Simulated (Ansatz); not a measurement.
Compare A (`C[SiH]1CCO1`) with its isomer B (`C=CCO[SiH3]`).

Computed with Ansatz on PBE0-D4/def2-TZVP structures; ΔE is electronic, products minus reactants. CCSD(T)/CBS adds triple-zeta CCSD(T) − MP2 to the extrapolated MP2 energy (def2 sets, frozen cores). DFT in def2-TZVPP. B3LYP here is the variant with VWN-RPA as its local correlation; programs differ in this. Each species was taken in one conformer, which may not be the lowest.

Problem. Which is lower in electronic energy at CCSD(T)/CBS, and by how much? (An estimate is asked.)

Solution. Computed: A, by 90.9 kJ/mol.

Problem. Give E(B) − E(A) in kJ/mol with r2SCAN-D4, MP2/def2-TZVPP, B2PLYP, PBE0-D4, CCSD(T)/def2-TZVPP, B3LYP-D4, ωB97M-V. (An estimate is asked.)

Solution. Ansatz gave: r2SCAN-D4 102.3, MP2/def2-TZVPP 101.0, B2PLYP 84.2, PBE0-D4 109.2, CCSD(T)/def2-TZVPP 89.1, B3LYP-D4 80.4, ωB97M-V 100.0. None reverses the order clearly.

Largest T1 diagnostic: 0.011.

From PBE to PBE0 (25 % exact exchange), in def2-TZVPP and without D4, E(B) − E(A) moves by +6.4 kJ/mol. In def2-TZVPP, CCSD(T) changes the Hartree–Fock value by +30.2 kJ/mol (the triples alone add +1.3 kJ/mol) and MP2 by +42.1 kJ/mol.
